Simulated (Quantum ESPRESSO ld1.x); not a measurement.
Initial-state core-level shifts of the silicon ion Si3+ when its valence configuration changes from [Ne] 3s1. Calculated with ld1.x of Quantum ESPRESSO 7.5: scalar-relativistic Kohn-Sham, LDA (Slater exchange, Perdew-Wang correlation), spin-polarised, spherical densities, point nucleus; open shells are filled with parallel spins first. Shifts are changes of the shell-averaged eigenvalues in eV (positive: less bound).

\begin{tabular}{lrrr}
valence & 1s & 2s & 2p \\ \hline
3p1 & -1.180 & -1.218 & -1.190 \\
3s0.5 3p0.5 & -0.591 & -0.610 & -0.596 \\
\end{tabular}
